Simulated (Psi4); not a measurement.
H3N, charge +1, doublet, geometry from GFN2-xTB (a state made from the parent by changing its charge; the spin is typed, not shown lowest); CCSD/STO-3G (Psi4).

The Psi4 input:
```
memory 2 GB

molecule mol {
1 2
  N     0.000000   -0.000000    0.000000
  H     0.015026    1.027722   -0.019448
  H     0.882651   -0.526736    0.017100
  H    -0.897677   -0.500986    0.002349
}

set basis sto-3g
set reference uhf
set freeze_core true

energy('ccsd')
print_variables()
```

What the program printed (banner, timings and long lists left out):

```
   => Loading Basis Set <=

    Name: STO-3G
    Role: ORBITAL
    Keyword: BASIS

         ---------------------------------------------------------
                                   SCF
               by Justin Turney, Rob Parrish, Andy Simmonett
                          and Daniel G. A. Smith
                              UHF Reference
         ---------------------------------------------------------

  ==> Geometry <==

    Molecular point group: c1
    Full point group: C1

    Geometry (in Angstrom), charge = 1, multiplicity = 2:

       Center              X                  Y                   Z               Mass
    ------------   -----------------  -----------------  -----------------  -----------------
         N            0.000000000000     0.000000000000    -0.000000059191    14.003074004430
         H            0.015026000000     1.027722000000    -0.019448059191     1.007825032230
         H            0.882651000000    -0.526736000000     0.017099940809     1.007825032230
         H           -0.897677000000    -0.500986000000     0.002348940809     1.007825032230

  Running in c1 symmetry.

  Rotational constants: A =     10.55166  B =     10.55165  C =      5.27583 [cm^-1]
  Rotational constants: A = 316330.75632  B = 316330.55380  C = 158165.32753 [MHz]
  Nuclear repulsion =   11.701458361758428

  Charge       = 1
  Multiplicity = 2
  Electrons    = 9
  Nalpha       = 5
  Nbeta        = 4

  ==> Algorithm <==

  SCF Algorithm Type is PK.
  DIIS enabled.
  MOM disabled.
  Fractional occupation disabled.
  Guess Type is SAD.
  Energy threshold   = 1.00e-08
  Density threshold  = 1.00e-08
  Integral threshold = 1.00e-12

  ==> Primary Basis <==

  Basis Set: STO-3G
    Blend: STO-3G
    Number of shells: 6
    Number of basis functions: 8
    Number of Cartesian functions: 8
    Spherical Harmonics?: true
    Max angular momentum: 1

  ==> Integral Setup <==

  Using in-core PK algorithm.
   Calculation information:
      Number of atoms:                   4
      Number of AO shells:               6
      Number of primitives:             18
      Number of atomic orbitals:         8
      Number of basis functions:         8

      Integral cutoff                 1.00e-12
      Number of threads:                 1

  Performing in-core PK
  Using 1332 doubles for integral storage.
  We computed 231 shell quartets total.
  Whereas there are 231 unique shell quartets.

  ==> DiskJK: Disk-Based J/K Matrices <==

    J tasked:                  Yes
    K tasked:                  Yes
    wK tasked:                  No
    Schwarz Cutoff:          1E-12

  Minimum eigenvalue in the overlap matrix is 2.9103388199E-01.
  Reciprocal condition number of the overlap matrix is 1.4038014973E-01.
    Using symmetric orthogonalization.

  ==> Pre-Iterations <==

  SCF Guess: Superposition of Atomic Densities via on-the-fly atomic UHF (no occupation information).

   -------------------------
    Irrep   Nso     Nmo
   -------------------------
     A          8       8
   -------------------------
    Total       8       8
   -------------------------

  ==> Iterations <==

                        Total Energy        Delta E     RMS |[F,P]|

   @UHF iter SAD:   -54.45689789441188   -5.44569e+01   0.00000e+00
   @UHF iter   1:   -55.17744229168371   -7.20544e-01   2.55099e-02 ADIIS/DIIS
   @UHF iter   2:   -55.20306297517552   -2.56207e-02   4.40387e-03 ADIIS/DIIS
   @UHF iter   3:   -55.20415082264358   -1.08785e-03   2.12177e-03 ADIIS/DIIS
   @UHF iter   4:   -55.20458671451038   -4.35892e-04   7.75560e-04 ADIIS/DIIS
   @UHF iter   5:   -55.20465972414313   -7.30096e-05   8.25492e-05 DIIS
   @UHF iter   6:   -55.20466047242046   -7.48277e-07   7.68035e-07 DIIS
   @UHF iter   7:   -55.20466047245044   -2.99849e-11   9.76099e-08 DIIS
   @UHF iter   8:   -55.20466047245108   -6.39488e-13   1.03506e-09 DIIS
  Energy and wave function converged.

  ==> Post-Iterations <==

   @Spin Contamination Metric:   1.246457703E-02
   @S^2 Expected:                7.500000000E-01
   @S^2 Observed:                7.624645770E-01
   @S   Expected:                5.000000000E-01
   @S   Observed:                5.000000000E-01

    Orbital Energies [Eh]
    ---------------------

    Alpha Occupied:

[...]
    Alpha Virtual:

[...]
    Beta Occupied:

[...]
       4A     -1.028743

    Beta Virtual:

[...]
       8A      0.313945

    Final Occupation by Irrep:
              A
    DOCC [     4 ]
    SOCC [     1 ]
    NA   [     5 ]
    NB   [     4 ]

  @UHF Final Energy:   -55.20466047245108

   => Energetics <=

    Nuclear Repulsion Energy =             11.7014583617584282
    One-Electron Energy =                 -93.8412517045849768
    Two-Electron Energy =                  26.9351328703754724
    Total Energy =                        -55.2046604724510814

  UHF NO Occupations:
  HONO-2 :    3  A 1.9985055
  HONO-1 :    4  A 1.9967492
  HONO-0 :    5  A 1.0000000
  LUNO+0 :    6  A 0.0032508
  LUNO+1 :    7  A 0.0014945
  LUNO+2 :    8  A 0.0014945

Computation Completed

Properties will be evaluated at   0.000000,   0.000000,   0.000000 [a0]

Properties computed using the SCF density matrix

 Multipole Moments:

 ------------------------------------------------------------------------------------
     Multipole            Electronic (a.u.)      Nuclear  (a.u.)        Total (a.u.)
 ------------------------------------------------------------------------------------

 L = 1.  Multiply by 2.5417464519 to convert [e a0] to [Debye]
 Dipole X            :         -0.0000001            0.0000000           -0.0000001
 Dipole Y            :          0.0000000           -0.0000000            0.0000000
 Dipole Z            :         -0.0000002            0.0000008            0.0000005
 Magnitude           :                                                    0.0000005

 ------------------------------------------------------------------------------------

 MINTS: Wrapper to libmints.
[...]
	Total:                                     0.000 (MW) /      0.002 (MB)

	Size of irrep 0 of <iA|bC> integrals:      0.000 (MW) /      0.001 (MB)
	Total:                                     0.000 (MW) /      0.001 (MB)

	Size of irrep 0 of tIjAb amplitudes:       0.000 (MW) /      0.001 (MB)
	Total:                                     0.000 (MW) /      0.001 (MB)

	Nuclear Rep. energy          =     11.70145836175843
	SCF energy                   =    -55.20466047245108
	One-electron energy          =    -31.01978342305246
	Two-electron (AA) energy     =      3.08391111865437
	Two-electron (BB) energy     =      1.35058197424765
	Two-electron (AB) energy     =      6.99722502634871
	Two-electron energy          =     11.43171811925073
	Reference energy             =    -55.20466047245109

            **************************
            *                        *
            *        CCENERGY        *
            *                        *
            **************************

    Nuclear Rep. energy (wfn)     =   11.701458361758428
    SCF energy          (wfn)     =  -55.204660472451081
    Reference energy    (file100) =  -55.204660472451089

    Input parameters:
    -----------------
    Wave function   =     CCSD
    Reference wfn   =     UHF
    Brueckner       =     No
    Maxiter         =     50
    R_Convergence   =     1.0e-07
    E_Convergence   =     1.0e-06
    Restart         =     Yes
    DIIS            =     Yes
    AO Basis        =     NONE
    ABCD            =     NEW
    Cache Level     =     2
    Cache Type      =     LRU
    Print Level     =     1
    Num. of threads =     1
    # Amps to Print =     10
    Print MP2 Amps? =     No
    Analyze T2 Amps =     No
    Print Pair Ener =     No
    Local CC        =     No
    SCS-MP2         =     False
    SCSN-MP2        =     False
    SCS-CCSD        =     False

MP2 correlation energy -0.0393839639232396
                Solving CC Amplitude Equations
                ------------------------------
  Iter             Energy              RMS        T1Diag      D1Diag    New D1Diag    D2Diag
  ----     ---------------------    ---------   ----------  ----------  ----------   --------
     0        -0.039383963923240    0.000e+00    0.000000    0.000000    0.000000    0.000000
     1        -0.050006650129900    3.825e-02    0.004318    0.000000    0.000000    0.000000
     2        -0.055815434397507    1.710e-02    0.007628    0.000000    0.000000    0.000000
     3        -0.056440800129207    5.675e-03    0.008405    0.000000    0.000000    0.000000
     4        -0.056609295257940    1.583e-03    0.008557    0.000000    0.000000    0.000000
     5        -0.056593390739336    2.224e-04    0.008547    0.000000    0.000000    0.000000
     6        -0.056597914148739    4.848e-05    0.008537    0.000000    0.000000    0.000000
     7        -0.056596750952951    4.309e-06    0.008535    0.000000    0.000000    0.000000
     8        -0.056596947193714    1.258e-06    0.008535    0.000000    0.000000    0.000000
     9        -0.056596926950187    1.499e-07    0.008535    0.000000    0.000000    0.000000
    10        -0.056596927386659    2.310e-08    0.008535    0.000000    0.000000    0.000000

    Iterations converged.

    Largest TIA Amplitudes:
              0   0        -0.0142051701
              2   1        -0.0122345704
              1   2        -0.0122345641
              1   1        -0.0006439043
              2   2         0.0006439038
              1   0        -0.0000000250

    Largest Tia Amplitudes:
              2   2        -0.0018736213
              1   3        -0.0018736200
              0   1        -0.0009297041
              1   2        -0.0001653463
              2   3         0.0001653462

    Largest TIJAB Amplitudes:
      2   0   1   0        -0.0115454939
      1   0   2   0        -0.0115454915
      2   1   2   1         0.0065226531
      1   0   1   0        -0.0006076383
      2   0   2   0         0.0006076380
      2   0   2   1        -0.0000000102

    Largest Tijab Amplitudes:
      2   0   2   1        -0.0126693294
      1   0   3   1        -0.0126693270
      2   1   3   2         0.0075861133
      1   0   2   1        -0.0011180631
      2   0   3   1         0.0011180627
      2   0   3   2        -0.0000000139
      2   1   2   1        -0.0000000105
      1   0   3   0        -0.0000000105
      2   0   2   0        -0.0000000105

    Largest TIjAb Amplitudes:
      1   1   2   3        -0.0672979146
      2   2   1   2        -0.0672978907
      3   0   0   0        -0.0612181384
      3   2   1   0        -0.0368221351
      3   1   2   0        -0.0368221282
      2   0   1   1        -0.0364385708
      1   0   2   1        -0.0364385662
      2   2   0   1        -0.0329876166
      1   1   0   1        -0.0329875426
      0   2   0   2        -0.0328985841

    SCF energy       (wfn)                    =  -55.204660472451081
    Reference energy (file100)                =  -55.204660472451089

    Opposite-spin MP2 correlation energy      =   -0.036743503151716
    Same-spin MP2 correlation energy          =   -0.002640460771524
    Singles MP2 correlation energy            =   -0.000000000000000
    MP2 correlation energy                    =   -0.039383963923240
      * MP2 total energy                      =  -55.244044436374331

    Opposite-spin CCSD correlation energy     =   -0.054308322391883
    Same-spin CCSD correlation energy         =   -0.002288604994776
    Singles CCSD correlation energy           =   -0.000000000000000
    CCSD correlation energy                   =   -0.056596927386659
      * CCSD total energy                     =  -55.261257399837746

  Variable Map:
  ----------------------------------------------------------------------------
[...]
  Array Variable Map:
  ----------------------------------------------------------------------------
[...]
[...]
```
